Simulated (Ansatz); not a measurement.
Program: Ansatz. Geometries: PBE0-D4/def2-TZVP. ΔE: electronic, gas phase. CCSD(T)/CBS is the MP2 limit (def2-TZVPP, def2-QZVPP) plus CCSD(T) − MP2 in def2-TZVPP, frozen cores. DFT in def2-TZVPP. B3LYP here is the variant with VWN-RPA as its local correlation; programs differ in this. For Ga, Se outer-core shells are correlated without core-valence functions, which leaves a few kJ/mol of doubt a bond. Scalar relativity is left out up to krypton. One conformer a species, not always the lowest.

Consider the substitution at a C–Se bond: `C[Se][SiH2]S` + `[OH][GaH][SeH]` → `C[O][GaH][SeH]` + `S[SiH2][SeH]`.

`C[Se][SiH2]S`:

```xyz
10

C     1.621    0.299   -0.702
Se   -0.024    1.355   -0.802
Si   -1.421   -0.235   -0.009
S    -0.865   -0.969    1.921
H     1.730   -0.114    0.298
H     2.440    0.984   -0.912
H     1.603   -0.494   -1.447
H    -1.413   -1.462   -0.844
H    -2.763    0.397   -0.011
H    -0.908    0.239    2.508
```

`[OH][GaH][SeH]`:

```xyz
6

O     1.171   -0.983    0.443
Ga   -0.354   -0.105    0.723
Se   -1.214    1.256   -0.959
H     1.565   -0.841   -0.420
H    -1.060   -0.281    2.092
H    -0.109    0.954   -1.879
```

`C[O][GaH][SeH]`:

Z-matrix (Å, degrees):
```
C
O 1 1.405
H 1 1.096 2 109.9
H 1 1.095 2 109.9 3 118.7
H 1 1.099 2 113.3 3 -120.6
Ga 2 1.781 1 123.0 3 120.2
Se 6 2.312 2 113.3 1 -179.9
H 6 1.557 2 120.8 1 0.1
H 7 1.469 6 90.5 2 0.0
```

`S[SiH2][SeH]`:

```xyz
7

S    -0.241    0.533   -2.015
Si   -0.488   -0.204   -0.034
Se    1.560   -0.732    0.817
H     0.558    1.550   -1.648
H    -1.127    0.776    0.877
H    -1.366   -1.387   -0.200
H     1.105   -0.536    2.202
```

```json
{"level": "PBE-D4", "ΔE (kcal/mol)": "14.4", "difference from CCSD(T)/CBS": "-0.4"}
{"level": "r2SCAN-D4", "ΔE (kcal/mol)": "14.0", "difference from CCSD(T)/CBS": "-0.8"}
{"level": "PBE0-D4", "ΔE (kcal/mol)": "14.3", "difference from CCSD(T)/CBS": "-0.5"}
{"level": "B3LYP-D4", "ΔE (kcal/mol)": "13.3", "difference from CCSD(T)/CBS": "-1.5"}
{"level": "ωB97X-V", "ΔE (kcal/mol)": "13.2", "difference from CCSD(T)/CBS": "-1.6"}
{"level": "ωB97M-V", "ΔE (kcal/mol)": "14.0", "difference from CCSD(T)/CBS": "-0.8"}
{"level": "B2PLYP", "ΔE (kcal/mol)": "13.7", "difference from CCSD(T)/CBS": "-1.1"}
{"level": "PBE", "ΔE (kcal/mol)": "13.8", "difference from CCSD(T)/CBS": "-1.0"}
{"level": "r2SCAN", "ΔE (kcal/mol)": "13.8", "difference from CCSD(T)/CBS": "-1.0"}
{"level": "PBE0", "ΔE (kcal/mol)": "13.7", "difference from CCSD(T)/CBS": "-1.1"}
{"level": "B3LYP", "ΔE (kcal/mol)": "12.4", "difference from CCSD(T)/CBS": "-2.4"}
{"level": "HF/def2-TZVPP", "ΔE (kcal/mol)": "10.8", "difference from CCSD(T)/CBS": "-4.0"}
{"level": "MP2/def2-TZVPP", "ΔE (kcal/mol)": "16.2", "difference from CCSD(T)/CBS": "1.4"}
{"level": "SCS-MP2/def2-TZVPP", "ΔE (kcal/mol)": "14.8", "difference from CCSD(T)/CBS": "0.0"}
{"level": "CCSD/def2-TZVPP", "ΔE (kcal/mol)": "13.6", "difference from CCSD(T)/CBS": "-1.2"}
{"level": "CCSD(T)/def2-TZVPP", "ΔE (kcal/mol)": "14.2", "difference from CCSD(T)/CBS": "-0.6"}
{"level": "HF/def2-QZVPP", "ΔE (kcal/mol)": "10.7", "difference from CCSD(T)/CBS": "-4.1"}
{"level": "MP2/def2-QZVPP", "ΔE (kcal/mol)": "16.6", "difference from CCSD(T)/CBS": "1.8"}
{"level": "SCS-MP2/def2-QZVPP", "ΔE (kcal/mol)": "15.1", "difference from CCSD(T)/CBS": "0.3"}
{"level": "HF/CBS(def2)", "ΔE (kcal/mol)": "10.7", "difference from CCSD(T)/CBS": "-4.1"}
{"level": "MP2/CBS(def2)", "ΔE (kcal/mol)": "16.8", "difference from CCSD(T)/CBS": "2.0"}
{"level": "CCSD/CBS(def2)", "ΔE (kcal/mol)": "14.2", "difference from CCSD(T)/CBS": "-0.6"}
{"level": "CCSD(T)/CBS", "ΔE (kcal/mol)": "14.8", "difference from CCSD(T)/CBS": "0"}
```

Largest T1 diagnostic among the species: 0.013.

In def2-TZVPP, CCSD(T) changes the Hartree–Fock value by +3.4 kcal/mol (the triples alone add +0.6 kcal/mol) and MP2 by +5.5 kcal/mol. The D4 term adds +0.9 kcal/mol with B3LYP and +0.5 kcal/mol with PBE0; it sums over pairs of atoms, weighted by their polarisabilities, and B3LYP, whose exchange is more repulsive, gets the larger term.
